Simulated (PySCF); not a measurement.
# CrO2F2: computed shieldings and shifts

CrO2F2, CrF2O2, point group C2v.

Cartesian coordinates in Å; atom numbers follow the order of the lines, from 1:
```xyz
5

Cr    0.020    0.000    0.016
O     0.061   -0.010    1.541
O     1.455    0.005   -0.498
F    -0.769    1.388   -0.520
F    -0.766   -1.383   -0.538
```

GIAO calculations in PySCF 2.14.0 with density-fitted response routines on the PBE0-D3(BJ)/def2-SVP structure: isolated species, non-relativistic, equivalent atoms averaged; basis pcSseg-1 (pcSseg-2 on Cr).

Q: Give the isotropic shieldings (ppm) with B3LYP, PBE, PBE0.

A: 
```tsv
atoms	environment	B3LYP	PBE	PBE0
Cr1	Cr bonded to 2 F, 2 O	-2722	-2200	-2796
F4/F5	fluorine bonded to Cr	-63.2	-84.7	-47.8
O2/O3	oxygen bonded to Cr	-1194.6	-908.3	-1228.1
HOMO–LUMO gap (eV)	–	5.14	3.18	5.68
```

Q: And the chemical shifts, against references computed in the same way?

A: 
| atoms | nucleus, reference | B3LYP | PBE | PBE0 |
| --- | --- | --- | --- | --- |
| Cr1 | ⁵³Cr, CrO4 2- | -120 | -164 | -97 |
| F4/F5 | ¹⁹F, CFCl3 | 235.1 | 229.5 | 225.1 |
| O2/O3 | ¹⁷O, H2O | 1528.6 | 1242.9 | 1562.7 |

Q: Which part of the shielding of Cr1 depends on the functional?

A: Diamagnetic: B3LYP 1816, PBE 1818, PBE0 1816 ppm; paramagnetic: B3LYP -4538, PBE -4018, PBE0 -4612 ppm. The diamagnetic part, set mainly by inner electrons, hardly moves; the paramagnetic part goes with low-lying magnetically allowed excitations and carries the spread.

Q: What couplings does PBE/pcJ-1 (pcSseg-1 on Cr) give?

A: ²J(F4,F5) = 290.6, ²J(O2,F4) = -37.1, ²J(O2,O3) = -4.3 Hz (averaged over equivalent pairs; isotopes ¹⁹F, ¹⁷O).

Unscaled 19F shifts against computed CFCl3 carry errors that often reach 10 to 50 ppm. Unscaled 17O shifts of doubly bonded oxygen tend to come out too high, by tens of ppm or more. Experimental scales use liquid or dissolved standards, which lie at an offset from isolated H2O (liquid H2O: subtract about 36 ppm).
